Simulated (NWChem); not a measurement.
Molecule: MgSiH$_{4}$; SMILES [MgH][SiH3]

Computed with NWChem. Structure relaxed at the PBE-D3(BJ)/def2-SVP level. B3LYP is NWChem's, with the RPA form of VWN correlation. Ions are spin-unrestricted doublets at the neutral geometry; other ion states weren't tried.

Q: Among these, which level gives the lowest value of “ΔSCF minus −ε(HOMO) (eV)”?
A. LDA (Slater exchange, VWN5)/def2-SVP
B. BHandHLYP/def2-SVP
C. LRC-wPBEh/def2-SVP
D. B3LYP/def2-SVP

A: C, LRC-wPBEh/def2-SVP. Values: LRC-wPBEh/def2-SVP 0.37; BHandHLYP/def2-SVP 1.17; B3LYP/def2-SVP 2.22; LDA (Slater exchange, VWN5)/def2-SVP 2.91
